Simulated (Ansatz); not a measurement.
Ideal-gas functions of Cl$_{3}$Si+, SMILES `Cl[Si+](Cl)Cl` at 500 K and 1 bar, from an Ansatz frequency run at PBE0-D4/def2-TZVP.

Molar mass 134.44 g/mol, point group D3h (symmetry number 6), electronic degeneracy 1, moments of inertia 201.576, 201.576, 403.152 u Å². Harmonic wavenumbers (cm⁻¹, unscaled): 184, 184, 241, 466, 760, 760.

Use S(trans) = R[1.5 ln M + 2.5 ln T − 1.1517]; rotational temperatures θ = 24.2544 K / I; S(rot) = R[ln(√π/σ · √(T³/θAθBθC)) + 1.5]; for each mode x = 1.438777 ν̃/T, S = R[x/(eˣ − 1) − ln(1 − e⁻ˣ)] and H = RT x/(eˣ − 1); 1 cm⁻¹ = 0.0119627 kJ/mol; R = 8.31446 J/(mol·K).

**Question.** By hand: the entropy, in J/(mol·K).

**Answer.** Translation 180.7. Rotation: θ = 0.1203, 0.1203, 0.0602 K, giving 109.1. Vibration, mode by mode: 13.70, 13.70, 11.52, 6.47, 3.29, 3.29, in all 52.0. Electronic 0.0. Sum 341.8 J/(mol·K).

**Question.** By hand: H − E and G − E in kJ/mol, counted from the electronic energy.

**Answer.** Zero-point energy ½ × 2595 × 0.0119627 = 15.5; thermal vibration 13.5; translation, rotation and pV give 4 RT = 16.6. H − E = 45.6 kJ/mol, and G − E = 45.6 − 500 × 341.8/1000 = -125.3 kJ/mol.

Vibration gives 15 % of the entropy.
